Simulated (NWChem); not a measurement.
# C3H10N cation; SMILES CC(C)[NH3+]

```xyz
14

C     -0.7049    -1.3055    -0.1082
C     -0.0878    -0.0027     0.3856
C     -0.7834     1.2600    -0.1081
N      1.3852     0.0425    -0.0867
H     -0.7601    -1.3380    -1.2027
H     -0.1591    -2.1855     0.2500
H     -1.7267    -1.3778     0.2749
H     -0.0110    -0.0005     1.4772
H     -0.2926     2.1717     0.2503
H     -1.8078     1.2697     0.2751
H     -0.8405     1.2892    -1.2025
H      1.4371     0.0448    -1.1137
H      1.9145    -0.7728     0.2469
H      1.8638     0.8882     0.2480
```
Atoms are numbered in this order, from 1.

Results from NWChem. Geometry: optimised at B3LYP/6-31G* (spherical d). Level: B3LYP/def2-SVP with SMD (1 M gas to 1 M solution), gas-phase geometry. Reactions with the solvent are ignored.

Question: Order these by “cavity-dispersion-structure term (kcal/mol)”, lowest first: benzene; dimethyl sulfoxide; water; ethyl acetate.

Answer: benzene (-1.1), ethyl acetate (-0.4), dimethyl sulfoxide (1.1), water (3.7)
